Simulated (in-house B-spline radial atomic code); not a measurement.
# KLI/ALDAx excitations of Be²⁺

Method: KLI/ALDAx. Computed with a B-spline radial code for spherical atoms: linear response of the closed shell 1s2 with the adiabatic LDA exchange kernel on the exchange-only KLI potential; non-relativistic, point nucleus, no spin-orbit coupling, no double excitations, S, P, D and F terms only.

Command:
```bash
python run_td.py task.json out
```
Settings (radii: box in bohr, nucleus in fm):
```
Z                        4
electrons                2
configuration            1s2
hamiltonian              nr
method                   kli
box_radius               29.48
intervals                65
```

Cost of the run: 0.1 s on 1 thread of Arm Neoverse N1 (shared host).

The lowest states, in the order of their Tamm-Dancoff energies; the method's threshold (minus the highest occupied level) is 154.21 eV. Labels give the largest channel, * marks a mixed state, and oscillator strengths are full-response dipole values. Semilocal kernels can invert the small singlet-triplet splittings of Rydberg terms. Energies in eV:

```json
{"state": "1s → 2s 3S", "full response": "119.01", "Tamm-Dancoff": "119.04", "oscillator strength": "-"}
{"state": "1s → 2p 3P", "full response": "121.51", "Tamm-Dancoff": "121.54", "oscillator strength": "-"}
{"state": "1s → 2s 1S", "full response": "122.38", "Tamm-Dancoff": "122.46", "oscillator strength": "-"}
{"state": "1s → 2p 1P", "full response": "?", "Tamm-Dancoff": "?", "oscillator strength": "?"}
{"state": "1s → 3s 3S", "full response": "139.37", "Tamm-Dancoff": "139.38", "oscillator strength": "-"}
{"state": "1s → 3p 3P", "full response": "140.08", "Tamm-Dancoff": "140.09", "oscillator strength": "-"}
{"state": "1s → 3s 1S", "full response": "140.25", "Tamm-Dancoff": "140.27", "oscillator strength": "-"}
{"state": "1s → 3d 3D", "full response": "?", "Tamm-Dancoff": "?", "oscillator strength": "-"}
{"state": "1s → 3d 1D", "full response": "140.50", "Tamm-Dancoff": "140.50", "oscillator strength": "-"}
{"state": "1s → 3p 1P", "full response": "140.68", "Tamm-Dancoff": "140.69", "oscillator strength": "0.125"}
```

Question: Where does 1s → 2p 1P lie?

Answer: At 123.70 eV in full response, 123.73 eV in Tamm-Dancoff, oscillator strength 0.55.

Question: Where does 1s → 3d 3D lie?

Answer: At 140.48 eV in full response, 140.48 eV in Tamm-Dancoff.

Question: How large is the singlet-triplet splitting of 1s → 2s (S terms) in Tamm-Dancoff?

Answer: 3.42 eV, from the unrounded values.

Question: What polarisabilities and dispersion coefficient does the method give?

Answer: Dipole 0.05201 bohr³, quadrupole 0.01547 bohr⁵, C6 0.01112 hartree·bohr⁶ for two such species.
